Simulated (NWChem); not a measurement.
Molecule: C$_{3}$H$_{4}$ClF; SMILES F[C@H]1[C@@H](C1)Cl

Computed with NWChem. Coordinates come from a PBE0/def2-SVP optimisation. Level: M06-2X/def2-SVP with SMD (1 M gas to 1 M solution), gas-phase geometry.

```tsv
solvent	dielectric constant	solvation free energy (kcal/mol)	cavity-dispersion-structure term (kcal/mol)	dipole in solution (D)
water	78.4	-1.6	2.5	1.43
benzene	2.27	-4.7	-2.5	1.29
n-hexane	1.88	-4.2	-2.4	1.26
tetrahydrofuran	7.43	-5.0	-1.5	1.39
```
